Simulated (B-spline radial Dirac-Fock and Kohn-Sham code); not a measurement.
Core and valence levels of Ba⁴⁰⁺

System: the Ba⁴⁰⁺ ion in the configuration [Ne] 3s2 3p4; nuclear rms radius 4.8378 fm (A = 138).

Calculated with a B-spline atomic structure program, using Dirac-Fock ΔSCF + Breit + QED. No correlation. Energies are counted from the vacuum level. Subshells whose hole state is unreliable or did not converge are left out.

All terms are in eV, carry their sign (relaxation lowers the binding energy) and add up to the binding energy; ⟨r⟩ is the mean radius of the orbital in the initial state.

| subshell | −ε (Koopmans) | relaxation | Breit | QED | binding energy | ⟨r⟩ (bohr) |
| --- | --- | --- | --- | --- | --- | --- |
| K | 40058.8 | -29.12 | -92.79 | -47.12 | 39889.8 | 0.026 |
| L1 | 8355.5 | -6.15 | -9.58 | -6.26 | 8333.5 | 0.108 |
| L2 | 8010.6 | -7.97 | -15.29 | 0.35 | 7987.7 | 0.091 |
| M1 | 3216.5 | -0.72 | -2.17 | -1.63 | 3212.0 | 0.265 |
| M2,3 | 3027.0 | -0.79 | -2.64 | -0.06 | 3023.5 | 0.260 |

For the deepest level, K (1s), the Breit terms make up -0.233 % of the binding energy, QED -0.118 % and orbital relaxation -0.073 %.

Going to the tabulated ground configuration of the next ion removes an electron from M2,3 (3p), computed at 3023.5 eV. NIST lists 2994 ± 4 eV as the ionisation energy of this species (theoretical), -29.51 eV from the computed value. Where a p, d or f shell is open in either ion the computed value averages over both j values and all terms, while the table refers to the lowest levels; that difference holds spin-orbit splitting (largest in heavy or highly charged ions), term energies where several electrons share open shells, and correlation, and it can reach 10 % or more.
